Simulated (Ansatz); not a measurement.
Consider the redistribution: `B[SiH2][GeH3]` + `CC(=O)O[SiH3]` → `BOC(C)=O` + `[SiH3][SiH2][GeH3]`.

Isolated molecules relaxed with PBE0-D4/def2-TZVP in Ansatz; ΔE leaves out vibrations. CCSD(T)/CBS adds triple-zeta CCSD(T) − MP2 to the extrapolated MP2 energy (def2 sets, frozen cores). Functionals use def2-TZVPP. For Ge outer-core shells are correlated without core-valence functions, which leaves a few kJ/mol of doubt a bond. Scalar relativity is left out up to krypton.

`B[SiH2][GeH3]`:

Z-matrix (Å, degrees):
```
Si
Ge 1 2.400
B 1 1.985 2 101.7
H 1 1.488 2 107.0 3 -121.5
H 1 1.488 2 107.0 3 121.5
H 2 1.538 1 109.7 3 179.5
H 2 1.538 1 110.8 3 59.7
H 2 1.538 1 110.8 3 -60.7
H 3 1.196 1 120.8 2 86.7
H 3 1.196 1 120.8 2 -86.8
```

`CC(=O)O[SiH3]`:

```xyz
11

C    -1.148    1.247    0.992
C    -0.327    0.575   -0.059
O    -0.143    0.989   -1.175
O     0.213   -0.580    0.357
Si    1.162   -1.412   -0.773
H    -1.945    0.576    1.319
H    -1.568    2.170    0.603
H    -0.524    1.454    1.864
H     1.592   -2.608   -0.015
H     0.352   -1.809   -1.945
H     2.335   -0.602   -1.168
```

`BOC(C)=O`:

Z-matrix (Å, degrees):
```
C
C 1 1.492
H 1 1.092 2 109.3
H 1 1.092 2 109.8 3 -117.1
H 1 1.087 2 110.0 3 121.2
O 2 1.377 1 110.9 3 58.2
O 2 1.191 1 126.5 3 -119.7
B 6 1.364 2 122.4 1 153.2
H 8 1.194 6 115.5 2 173.6
H 8 1.193 6 120.5 2 -8.5
```

`[SiH3][SiH2][GeH3]`:

Z-matrix (Å, degrees):
```
Si
Si 1 2.337
H 1 1.488 2 109.7
H 1 1.488 2 111.3 3 120.4
H 1 1.488 2 109.7 3 -119.2
Ge 2 2.380 1 110.4 3 59.6
H 2 1.490 1 109.9 3 -179.8
H 2 1.490 1 109.9 3 -61.0
H 6 1.538 2 110.2 1 -59.7
H 6 1.538 2 110.2 1 59.6
H 6 1.538 2 111.3 1 179.9
```

```
    level  ΔE (eV)
  BLYP-D4    -0.56
r2SCAN-D4    -0.53
   B97M-V    -0.52
  ωB97M-V    -0.52
```

Q: What does CCSD(T)/CBS give? (Best estimate.)

A: Computed: -0.52 eV. The listed levels differ from it by -0.04, -0.01, 0.00, 0.00 eV.

Q: What do rigid-rotor, harmonic-oscillator terms from PBE0-D4/def2-TZVP frequencies (298.15 K, 1 bar) make of the CCSD(T)/CBS value? (An estimate is asked.)

A: Computed: ΔZPE = +0.02 eV, ΔH = -0.50 eV, ΔS = 2 J/(mol·K), ΔG = -0.50 eV.

Largest T1 diagnostic among the species: 0.015.

In def2-TZVPP, CCSD(T) changes the Hartree–Fock value by −0.07 eV (the triples alone add −0.01 eV) and MP2 by −0.04 eV. From BLYP to BHLYP (50 % exact exchange), in def2-TZVPP and without D4, ΔE moves by +0.05 eV. At CCSD(T), def2-SVP lies −0.22 eV from the extrapolated value and def2-TZVPP −0.01 eV.
